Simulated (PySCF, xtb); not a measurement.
CH10O2Si3, SMILES C[Si@H](O)O[SiH2][SiH3].

GFN2-xTB (xtb) at its own geometry gives an orbital gap of 4.42 eV and a dipole moment of 1.41 D.

The structure is a stationary point at B3LYP-D3(BJ)/def2-SVP. The structure was generated by enumeration; whether it is a known compound was not checked. The values are those of a single conformer.

What does PBE/def2-TZVP in PySCF give? (An estimate is asked for; the answer gives what the named calculation found.)

gap 5.62 eV (levels -6.68 and -1.06 eV), dipole 1.64 D.
